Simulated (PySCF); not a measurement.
PySCF input file for pent-1-ene (C5H10), SMILES CCCC=C, TDA-PBE/def2-SVPD. The structure is a stationary point at B3LYP-D3(BJ)/def2-SVP. Other conformers were not sampled.

```python
import numpy as np
from pyscf import gto, scf, dft, tdscf

mol = gto.M(
    atom='''
    C    -2.33449253   -0.18490172   -0.19511046
    C    -1.09073429    0.21769282   -0.47018247
    C    -0.08595588    0.67528196    0.54959684
    C     1.13312133   -0.25538143    0.69363533
    C     1.98298460   -0.38286363   -0.57069757
    H    -2.71773177   -0.19287959    0.83119965
    H    -3.01819742   -0.51775587   -0.98104594
    H    -0.75600612    0.20887936   -1.51508370
    H    -0.58298097    0.77621587    1.52881260
    H     0.27552436    1.68423859    0.27366262
    H     0.78191937   -1.25394988    1.00718877
    H     1.76194202    0.12348397    1.51789522
    H     2.33707217    0.60379305   -0.91468586
    H     1.41886625   -0.84008790   -1.39903910
    H     2.87005264   -1.01090551   -0.39235434
    ''',
    basis='def2-SVPD',
    charge=0,
    spin=0,
    max_memory=1600,
    verbose=4,
)
mf = dft.RKS(mol, xc='pbe').density_fit(auxbasis='def2-universal-jkfit')
mf.grids.level = 3
mf.conv_tol = 1e-9
mf.max_cycle = 100
mf.kernel()
mf.grids = dft.Grids(mol).set(level=1).build(with_non0tab=True)  # coarser grid for the response kernel
td = tdscf.TDA(mf)
td.singlet = True
td.nstates = 10
td.conv_tol = 1e-4
td.positive_eig_threshold = 1e-6
td.kernel(x0=td.get_init_guess(mf, 15))
td.analyze()
tt = tdscf.TDA(mf)
tt.singlet = False
tt.nstates = 4
tt.conv_tol = 1e-4
tt.positive_eig_threshold = 1e-6
tt.kernel(x0=tt.get_init_guess(mf, 9))
tt.analyze(verbose=3)
```

Program output:

```
PySCF version 2.14.0

[INPUT] verbose = 4
[INPUT] num. atoms = 15
[INPUT] num. electrons = 40
[INPUT] charge = 0
[INPUT] spin (= nelec alpha-beta = 2S) = 0
[INPUT] symmetry False subgroup None
[INPUT] Mole.unit = angstrom
[INPUT] Symbol           X                Y                Z      unit          X                Y                Z       unit  Magmom
[INPUT]  1 C     -2.334492530000  -0.184901720000  -0.195110460000 AA   -4.411551521543  -0.349413610761  -0.368705333438 Bohr   0.0
[INPUT]  2 C     -1.090734290000   0.217692820000  -0.470182470000 AA   -2.061189082772   0.411379809084  -0.888516096872 Bohr   0.0
[INPUT]  3 C     -0.085955880000   0.675281960000   0.549596840000 AA   -0.162433071996   1.276097961259   1.038587506526 Bohr   0.0
[INPUT]  4 C      1.133121330000  -0.255381430000   0.693635330000 AA    2.141288979603  -0.482600960000   1.310780804022 Bohr   0.0
[INPUT]  5 C      1.982984600000  -0.382863630000  -0.570697570000 AA    3.747297803230  -0.723507403757  -1.078462107255 Bohr   0.0
[INPUT]  6 H     -2.717731770000  -0.192879590000   0.831199650000 AA   -5.135768725329  -0.364489600118   1.570739693334 Bohr   0.0
[INPUT]  7 H     -3.018197420000  -0.517755870000  -0.981045940000 AA   -5.703566513669  -0.978416793686  -1.853908142216 Bohr   0.0
[INPUT]  8 H     -0.756006120000   0.208879360000  -1.515083700000 AA   -1.428644515295   0.394724783474  -2.863093248793 Bohr   0.0
[INPUT]  9 H     -0.582980970000   0.776215870000   1.528812600000 AA   -1.101674369133   1.466835407841   2.889037109784 Bohr   0.0
[INPUT] 10 H      0.275524360000   1.684238590000   0.273662620000 AA    0.520665581046   3.182749663524   0.517147402331 Bohr   0.0
[INPUT] 11 H      0.781919370000  -1.253949880000   1.007188770000 AA    1.477613460792  -2.369621847131   1.903310931038 Bohr   0.0
[INPUT] 12 H      1.761942020000   0.123483970000   1.517895220000 AA    3.329587865163   0.233350884074   2.868406251586 Bohr   0.0
[INPUT] 13 H      2.337072170000   0.603793050000  -0.914685860000 AA    4.416426334643   1.141003500416  -1.728505765412 Bohr   0.0
[INPUT] 14 H      1.418866250000  -0.840087900000  -1.399039100000 AA    2.681268619889  -1.587536051561  -2.643800736558 Bohr   0.0
[INPUT] 15 H      2.870052640000  -1.010905510000  -0.392354340000 AA    5.423613452685  -1.910334551714  -0.741442246384 Bohr   0.0

nuclear repulsion = 171.68377293853
number of shells = 80
number of NR pGTOs = 250
number of NR cGTOs = 180
basis = def2-SVPD
ecp = {}


[settings echo left out]
init E= -196.095845712736
  HOMO = -0.313196473486188  LUMO = -0.100719954549942  gap/eV = 5.78178
cycle= 1 E= -196.030139287389  delta_E= 0.0657  |g|= 0.529  |ddm|= 6.02
  HOMO = -0.142516336616003  LUMO = 0.0276685622995609  gap/eV = 4.63097
cycle= 2 E= -195.921358031794  delta_E= 0.109  |g|= 0.818  |ddm|= 1.96
  HOMO = -0.228982838776  LUMO = -0.0288240531912489  gap/eV = 5.44660
cycle= 3 E= -196.113270881629  delta_E= -0.192  |g|= 0.0745  |ddm|= 1.17
  HOMO = -0.231061842116297  LUMO = -0.0296030586288789  gap/eV = 5.48197
cycle= 4 E= -196.113749497408  delta_E= -0.000479  |g|= 0.0604  |ddm|= 0.229
  HOMO = -0.229820126533502  LUMO = -0.0290014075863669  gap/eV = 5.46456
cycle= 5 E= -196.114729507861  delta_E= -0.00098  |g|= 0.0129  |ddm|= 0.0823
  HOMO = -0.22934659171438  LUMO = -0.0286038277612524  gap/eV = 5.46249
cycle= 6 E= -196.114770589068  delta_E= -4.11e-05  |g|= 0.00426  |ddm|= 0.0259
  HOMO = -0.229665883058014  LUMO = -0.0288979764926229  gap/eV = 5.46317
cycle= 7 E= -196.114775253216  delta_E= -4.66e-06  |g|= 0.000612  |ddm|= 0.00747
  HOMO = -0.229639934453504  LUMO = -0.0288673969585509  gap/eV = 5.46330
cycle= 8 E= -196.114775357632  delta_E= -1.04e-07  |g|= 0.000125  |ddm|= 0.00185
  HOMO = -0.229647935598056  LUMO = -0.0288747012067141  gap/eV = 5.46332
cycle= 9 E= -196.114775362304  delta_E= -4.67e-09  |g|= 2.63e-05  |ddm|= 0.000412
  HOMO = -0.229650367816788  LUMO = -0.028877009587255  gap/eV = 5.46332
cycle= 10 E= -196.114775362509  delta_E= -2.06e-10  |g|= 6.75e-06  |ddm|= 8.11e-05
  HOMO = -0.229649146664494  LUMO = -0.0288759064167463  gap/eV = 5.46332
Extra cycle  E= -196.114775362502  delta_E= 7.45e-12  |g|= 8.63e-06  |ddm|= 2.8e-05
converged SCF energy = -196.114775362502
tot grids = 50624
Overwritten attributes  positive_eig_threshold  of <class 'pyscf.tdscf.rks.TDA'>


******** <class 'pyscf.tdscf.rks.TDA'> for <class 'pyscf.df.df_jk.DFRKS'> ********
nstates = 10 singlet
deg_eia_thresh = 1.000e-03
wfnsym = None
conv_tol = 0.0001
eigh lindep = 1e-12
eigh level_shift = 0
eigh max_cycle = 100


Excitation energies (eV)
[6.46574619 6.93151991 6.96513793 7.09757755 7.22482023 7.31326382
 7.45145292 7.88261577 7.93794823 7.99335688]

** Singlet excitation energies and oscillator strengths **
Excited State   1:      6.46575 eV    191.76 nm  f=0.0635
      20 -> 21       -0.28157
      20 -> 22       -0.64398
Excited State   2:      6.93152 eV    178.87 nm  f=0.0108
      20 -> 23       -0.69723
Excited State   3:      6.96514 eV    178.01 nm  f=0.0007
      19 -> 21        0.69969
Excited State   4:      7.09758 eV    174.69 nm  f=0.1153
      17 -> 21       -0.18524
      18 -> 21       -0.20007
      20 -> 21       -0.28202
      20 -> 22        0.17581
      20 -> 24        0.54332
Excited State   5:      7.22482 eV    171.61 nm  f=0.0208
      18 -> 21       -0.60829
      20 -> 24       -0.32718
Excited State   6:      7.31326 eV    169.53 nm  f=0.0810
      17 -> 21        0.45780
      18 -> 21       -0.27263
      20 -> 21        0.25863
      20 -> 22       -0.13067
      20 -> 24        0.27359
      20 -> 25        0.20584
Excited State   7:      7.45145 eV    166.39 nm  f=0.0238
      17 -> 21        0.19325
      20 -> 25       -0.67019
Excited State   8:      7.88262 eV    157.29 nm  f=0.0269
      16 -> 21       -0.10893
      17 -> 21       -0.23863
      19 -> 22        0.22800
      20 -> 21        0.15075
      20 -> 26       -0.56724
Excited State   9:      7.93795 eV    156.19 nm  f=0.0881
      16 -> 21       -0.28372
      17 -> 21       -0.20306
      19 -> 22        0.38471
      20 -> 21        0.18784
      20 -> 26        0.40053
Excited State  10:      7.99336 eV    155.11 nm  f=0.0543
      16 -> 21        0.20038
      17 -> 21        0.24176
      19 -> 22        0.54231
      20 -> 21       -0.20051
      20 -> 27       -0.12005

** Transition electric dipole moments (AU) **
state          X           Y           Z        Dip. S.      Osc.
  1         0.6168     -0.0843      0.1154      0.4009      0.0635
  2        -0.1754     -0.0280     -0.1797      0.0638      0.0108
  3         0.0471     -0.0404      0.0062      0.0039      0.0007
  4         0.6342      0.5106      0.0086      0.6630      0.1153
  5         0.3363     -0.0405     -0.0519      0.1174      0.0208
  6        -0.6589     -0.1334     -0.0152      0.4522      0.0810
  7        -0.1766      0.3137     -0.0321      0.1306      0.0238
  8        -0.3039     -0.1782      0.1233      0.1393      0.0269
  9        -0.6638     -0.0560     -0.0958      0.4529      0.0881
 10         0.5247      0.0250     -0.0349      0.2772      0.0543

** Transition velocity dipole moments (imaginary part, AU) **
state          X           Y           Z        Dip. S.      Osc.
  1         0.0839     -0.0375      0.0300      0.0094      0.0262
  2        -0.0264     -0.0069     -0.0317      0.0018      0.0046
  3         0.0034      0.0120     -0.0031      0.0002      0.0004
  4         0.0609      0.0985      0.0120      0.0136      0.0347
  5         0.0540     -0.0512      0.0018      0.0055      0.0139
  6        -0.0871     -0.0048     -0.0166      0.0079      0.0196
  7        -0.0257      0.0723     -0.0047      0.0059      0.0144
  8        -0.0336     -0.0175      0.0038      0.0014      0.0033
  9        -0.1095      0.0099     -0.0454      0.0141      0.0323
 10         0.0712     -0.0380      0.0143      0.0067      0.0153

** Transition magnetic dipole moments (imaginary part, AU) **
state          X           Y           Z
  1         0.0979     -0.0584     -0.3589
  2         0.0955      0.0105      0.0118
  3        -0.5304     -0.4954      0.3259
  4        -0.4808     -0.0310      0.6410
  5        -0.5128     -0.0834     -0.3033
  6         0.0110     -0.0244     -0.1920
  7         0.2697      0.0113     -0.1025
  8        -0.0042     -0.3457     -0.0207
  9        -0.2094     -0.1459     -0.0897
 10         0.6058      0.0505     -0.1461


******** <class 'pyscf.tdscf.rks.TDA'> for <class 'pyscf.df.df_jk.DFRKS'> ********
nstates = 4 triplet
deg_eia_thresh = 1.000e-03
wfnsym = None
conv_tol = 0.0001
eigh lindep = 1e-12
eigh level_shift = 0
eigh max_cycle = 100


Excitation energies (eV)
[4.43167709 6.4318853  6.67731569 6.86980296]

** Triplet excitation energies and oscillator strengths **
Excited State   1:      4.43168 eV    279.77 nm  f=0.0000
Excited State   2:      6.43189 eV    192.76 nm  f=0.0000
Excited State   3:      6.67732 eV    185.68 nm  f=0.0000
Excited State   4:      6.86980 eV    180.48 nm  f=0.0000
```

The calculation finished and met its thresholds.

Cost: roughly 70 core-seconds.
